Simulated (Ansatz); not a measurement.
Energy profile

The step: GeNH₅ ([NH2][GeH3]) + PH₃ → GePH₅ ([PH2][GeH3]) + NH₃; bonds formed: Ge1–P7, N2–H6; bonds broken: Ge1–N2, H6–P7 (atoms numbered as in the saddle structure below).

```json
{"atom": "Ge1", "x (Å)": "-0.7898", "y (Å)": "-0.1708", "z (Å)": "-1.0612"}
{"atom": "N2", "x (Å)": "0.6912", "y (Å)": "1.0181", "z (Å)": "-0.4958"}
{"atom": "H3", "x (Å)": "-0.2833", "y (Å)": "-1.5754", "z (Å)": "-1.3546"}
{"atom": "H4", "x (Å)": "-2.0507", "y (Å)": "0.1146", "z (Å)": "-0.2583"}
{"atom": "H5", "x (Å)": "-0.9731", "y (Å)": "0.5386", "z (Å)": "-2.4489"}
{"atom": "H6", "x (Å)": "0.8881", "y (Å)": "0.6452", "z (Å)": "0.5146"}
{"atom": "P7", "x (Å)": "0.2050", "y (Å)": "-0.8412", "z (Å)": "1.7004"}
{"atom": "H8", "x (Å)": "1.5127", "y (Å)": "0.9141", "z (Å)": "-1.0844"}
{"atom": "H9", "x (Å)": "0.4239", "y (Å)": "1.9983", "z (Å)": "-0.4903"}
{"atom": "H10", "x (Å)": "-0.5576", "y (Å)": "-0.6581", "z (Å)": "2.8762"}
{"atom": "H11", "x (Å)": "0.9336", "y (Å)": "-1.9833", "z (Å)": "2.1024"}
```

Electronic energies by CCSD(T) at an estimated basis limit (MP2 extrapolated from triple and quadruple zeta, plus CCSD(T) − MP2 in triple zeta), on PBE0-D4/def2-TZVP structures; GePNH8, singlet; no counterpoise correction. Program: Ansatz 0.2.0. Basis: def2-TZVPP and def2-QZVPP. Cores are frozen in the correlated methods. Filled d shells of the heavier atoms are correlated. The def2 sets are not built for correlating such inner shells, so the correlated values are less sure here. Extrapolation: Hartree–Fock as exp(−7.88 √X), correlation as X^−2.97.

Question: Give the profile in kcal/mol, counted from the separated reactants. (To be estimated.)

Answer: Computed:
```
                                                                                                           point  kcal/mol
separated: GeNH5 (linked as [NH2][GeH3]; Ge1, N2, H3, H4, H5, H8, H9; singlet) + PH3 (H6, P7, H10, H11; singlet)      0.00
                                                                                                 start structure     -1.47
                                                                                                          saddle     37.97
                                                                                                   end structure     -9.19
separated: GePH5 (linked as [PH2][GeH3]; Ge1, H3, H4, H5, P7, H10, H11; singlet) + NH3 (N2, H6, H8, H9; singlet)     -6.86
```

The T1 diagnostic stays at or below 0.014.

For scale, one of the runs: CCSD(T)/def2-TZVPP, 233 basis functions, launched by `ansatz run in.yaml --threads 4 --pin off --events-out ev --progress --plain --max-ram 9574MiB`. Hardware: 4 CPU threads of an AMD EPYC, shared host. Wall time 3.5 min; peak host memory 4 GiB.
